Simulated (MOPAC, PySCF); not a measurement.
[Zn(F)(Cl)], neutral singlet in the gas phase. 

Cartesian coordinates (Å):
```xyz
3

Zn    -0.0163     0.0004     0.0232
F      0.9859    -0.0224    -1.4050
Cl    -1.2203     0.0277     1.7391
```
Charge 0, multiplicity 1.

All levels are single points at this geometry (PBE-D3(BJ)/def2-SVP); Pople sets use spherical d functions. Orbital energies aren't observables, and empty levels follow the basis.

HF/STO-3G in PySCF gives HOMO (eV) = -6.14.

### Question
Estimate the HOMO (eV) from each of these levels: B3LYP-D3(BJ)/def2-TZVP in PySCF; TPSSh-D3(BJ)/def2-TZVP in PySCF; B3LYP/3-21G in PySCF; B3LYP/6-31G* (LANL2DZ on Zn) in PySCF; B3LYP/LANL2DZ in PySCF; BP86/6-31G* (LANL2DZ on Zn) in PySCF; M06-2X/6-31G* (LANL2DZ on Zn) in PySCF; PBE/6-31G* (LANL2DZ on Zn) in PySCF; HF/6-31G* (LANL2DZ on Zn) in PySCF; AM1 in MOPAC; PM3 in MOPAC; PM7 in MOPAC.

### Answer

```json
[
 {"level": "B3LYP-D3(BJ)/def2-TZVP in PySCF", "HOMO (eV)": "-9.13"},
 {"level": "TPSSh-D3(BJ)/def2-TZVP in PySCF", "HOMO (eV)": "-8.61"},
 {"level": "B3LYP/3-21G in PySCF", "HOMO (eV)": "-8.73"},
 {"level": "B3LYP/6-31G* (LANL2DZ on Zn) in PySCF", "HOMO (eV)": "-8.89"},
 {"level": "B3LYP/LANL2DZ in PySCF", "HOMO (eV)": "-9.07"},
 {"level": "BP86/6-31G* (LANL2DZ on Zn) in PySCF", "HOMO (eV)": "-7.82"},
 {"level": "M06-2X/6-31G* (LANL2DZ on Zn) in PySCF", "HOMO (eV)": "-10.56"},
 {"level": "PBE/6-31G* (LANL2DZ on Zn) in PySCF", "HOMO (eV)": "-7.70"},
 {"level": "HF/6-31G* (LANL2DZ on Zn) in PySCF", "HOMO (eV)": "-12.58"},
 {"level": "AM1 in MOPAC", "HOMO (eV)": "-12.46"},
 {"level": "PM3 in MOPAC", "HOMO (eV)": "-11.48"},
 {"level": "PM7 in MOPAC", "HOMO (eV)": "-11.51"}
]
```
